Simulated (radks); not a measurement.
Valence configurations of Dy2+ (all share [Xe]). Method: scalar-relativistic Kohn-Sham, LDA (Slater exchange, Perdew-Wang correlation), spin-polarised, spherical densities, finite nucleus; open shells are filled with parallel spins first (spin-orbit coupling, left out, can overturn this in heavy ions); Fermi nuclear charge, rms radius 5.2218 fm; computed with a radial shooting solver on a logarithmic mesh with Libxc functionals. Order these by energy: 4f9.5 5d0.5; 4f9 5d1; 4f9.5 6p0.5; 4f10; 4f8 6s2; 4f9 6p1; 4f9 6s1; 4f8.5 5d1 6s0.5; 4f8 5d2.

Answer. From the lowest, in eV above it: 4f10 0.000; 4f9.5 5d0.5 1.317; 4f9.5 6p0.5 3.457; 4f9 5d1 3.507; 4f9 6s1 3.651; 4f8.5 5d1 6s0.5 6.934; 4f9 6p1 8.578; 4f8 5d2 10.962; 4f8 6s2 14.813. NIST lists [Xe] 4f10 as the ground configuration; this level of theory agrees among the configurations tried. The energies are those of spherical high-spin densities, not of single terms.
